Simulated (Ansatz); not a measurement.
Consider the formal exchange of groups at a P–N bond: `[SiH3]P[NH][GaH2]` + `C=CN=C` → `C=NP[SiH3]` + `C=C[NH][GaH2]`.

Gas-phase electronic energies from Ansatz, PBE0-D4/def2-TZVP geometries. CCSD(T)/CBS is the MP2 limit (def2-TZVPP, def2-QZVPP) plus CCSD(T) − MP2 in def2-TZVPP, frozen cores. DFT in def2-TZVPP. B3LYP here is the variant with VWN-RPA as its local correlation; programs differ in this. HSE06 is defined as in plane-wave codes. For Ga outer-core shells are correlated without core-valence functions, which leaves a few kJ/mol of doubt a bond. Scalar relativity is left out up to krypton. Each species was taken in one conformer, which may not be the lowest.

`[SiH3]P[NH][GaH2]`:

```xyz
11

Si   -1.855    0.010    0.444
P    -0.145   -1.466    0.503
N     0.916   -0.770   -0.655
Ga    1.864    0.804   -0.620
H    -1.352    1.412    0.379
H    -2.655   -0.249   -0.783
H    -2.730   -0.150    1.639
H     0.401   -0.937    1.706
H     1.095   -1.407   -1.417
H     1.656    1.694    0.642
H     2.807    1.060   -1.838
```

`C=CN=C`:

Z-matrix (Å, degrees):
```
C
C 1 1.328
H 1 1.082 2 121.1
H 1 1.083 2 120.3 3 -180.0
N 2 1.393 1 121.2 3 180.0
H 2 1.094 1 121.0 3 -0.0
C 5 1.266 2 117.6 1 -180.0
H 7 1.088 5 119.3 2 -180.0
H 7 1.098 5 123.1 2 0.0
```

`C=NP[SiH3]`:

```xyz
10

C    -0.396    0.836   -1.703
N     0.541    0.005   -1.560
P     1.437   -0.190   -0.108
Si   -0.139   -0.350    1.511
H    -0.808    1.461   -0.899
H    -0.845    0.961   -2.690
H     1.631   -1.591   -0.207
H    -0.629    1.005    1.877
H    -1.301   -1.172    1.078
H     0.510   -0.964    2.700
```

`C=C[NH][GaH2]`:

Cartesian coordinates in Å:
```
C 0.978 -1.353 1.097
C 0.031 -0.610 0.523
N 0.223 0.418 -0.376
Ga -1.069 1.447 -1.171
H 2.032 -1.200 0.891
H 0.710 -2.137 1.792
H -1.014 -0.798 0.759
H 1.197 0.585 -0.589
H -0.550 2.541 -2.150
H -2.537 1.106 -0.774
```

```csv
level,ΔE (kJ/mol),difference from CCSD(T)/CBS
LDA (SPW92),-4.1,-14.0
PBE-D4,-1.3,-11.2
revPBE-D4,-1.4,-11.3
BLYP-D4,1.1,-8.8
r2SCAN-D4,-0.8,-10.7
B97M-V,4.5,-5.4
PBE0-D4,3.3,-6.6
B3LYP-D4,4.5,-5.4
r2SCANh-D4,0.9,-9.0
r2SCAN0-D4,3.2,-6.7
HSE06-D4,3.2,-6.7
BHLYP-D4,10.5,0.6
CAM-B3LYP-D4,5.4,-4.5
ωB97X-V,5.5,-4.4
ωB97M-V,6.0,-3.9
B2PLYP,4.1,-5.8
PBE-QIDH,5.5,-4.4
PBE,-3.0,-12.9
revPBE,-3.3,-13.2
BLYP,-2.0,-11.9
r2SCAN,-1.1,-11.0
B3LYP,1.7,-8.2
r2SCANh,0.5,-9.4
r2SCAN0,2.7,-7.2
HSE06,1.7,-8.2
BHLYP,6.7,-3.2
CAM-B3LYP,3.6,-6.3
LC-ωPBE,2.9,-7.0
RPA@PBE/def2-TZVPP,8.0,-1.9
HF/def2-SVP,12.8,2.9
MP2/def2-SVP,7.1,-2.8
CCSD/def2-SVP,10.2,0.3
CCSD(T)/def2-SVP,9.9,0.0
MP2/def2-TZVPP,7.0,-2.9
CCSD/def2-TZVPP,9.3,-0.6
CCSD(T)/def2-TZVPP,8.8,-1.1
HF/def2-QZVPP,12.7,2.8
SCS-MP2/def2-QZVPP,8.8,-1.1
HF/CBS(def2),12.7,2.8
MP2/CBS(def2),8.1,-1.8
CCSD(T)/CBS,9.9,0
```

Largest T1 diagnostic among the species: 0.015.

From PBE to PBE0 (25 % exact exchange), in def2-TZVPP and without D4, ΔE moves by +4.7 kJ/mol. Leaving LDA and LC-ωPBE aside and taking each functional with its dispersion term where it has one, the values spread over 11.9 kJ/mol, from revPBE-D4 to BHLYP-D4. In def2-TZVPP, CCSD(T) changes the Hartree–Fock value by −3.8 kJ/mol (the triples alone add −0.5 kJ/mol) and MP2 by −5.5 kJ/mol.

CCSD(T)/CBS has its own doubt, a few kJ/mol and more with outer-core shells, so smaller differences from it don't rank the levels.
